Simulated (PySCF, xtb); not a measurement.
H2O, SMILES [OH2+], charge +1, multiplicity 2.

Harmonic wavenumbers (cm⁻¹) from GFN2-xTB (xtb) at its own minimum, in rising order: 1009, 2957, 2992.

Task: What does PySCF with PBE0-D3(BJ)/def2-TZVPD give at its own minimum? (Estimate from the structure and the level; the computed values follow.)

Result: 1450, 3372, 3417. Paired by order, the mean absolute difference is 427 cm⁻¹ and the zero-point energies are 9.9 and 11.8 kcal/mol.
